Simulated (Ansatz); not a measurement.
Stepwise reaction of `BrB(Br)Br` with methanol, as a gas-phase model of exchange steps in deposition or etching. ΔE in kJ/mol.

Calculated with Ansatz (gas phase, PBE0-D4/def2-TZVP geometries, no zero-point term in ΔE). CCSD(T)/CBS is the MP2 limit (def2-TZVPP, def2-QZVPP) plus CCSD(T) − MP2 in def2-TZVPP, frozen cores. This one scheme is used for every species. Functionals use def2-TZVPP. B3LYP here is the variant with VWN-RPA as its local correlation; programs differ in this. For Br outer-core shells are correlated without core-valence functions, which leaves a few kJ/mol of doubt a bond. Scalar relativity is left out up to krypton. Each species was taken in one conformer, which may not be the lowest.

```csv
step,reaction,PBE-D4,B3LYP-D4,ωB97M-V,CCSD(T)/CBS
1,`BrB(Br)Br` + CH₃OH → `COB(Br)Br` + HBr,-66.4,-77.8,-77.2,-70.4
2,`COB(Br)Br` + CH₃OH → `COB(Br)OC` + HBr,-52.8,-64.1,-64.2,-58.5
```

Task: Give the row of step 3, `COB(Br)OC` + CH₃OH → `COB(OC)OC` + HBr. (An estimate is asked.)

Result: Computed: 
```tsv
step	reaction	PBE-D4	B3LYP-D4	ωB97M-V	CCSD(T)/CBS
3	`COB(Br)OC` + CH₃OH → `COB(OC)OC` + HBr	-40.4	-50.9	-49.2	-45.1
```

Task: By hand: ΔE of the 3 steps together at CCSD(T)/CBS.

Result: (-70.4) + (-58.5) + (-45.1) = -174.0 kJ/mol, or -58.0 kJ/mol a step.

In ΔE each step is higher than the one before. All are downhill at CCSD(T)/CBS. PBE-D4 differs from CCSD(T)/CBS by 4.0 to 5.7 kJ/mol a step. Isolated molecules leave out the surface, adducts and barriers. Largest T1 diagnostic: 0.012.
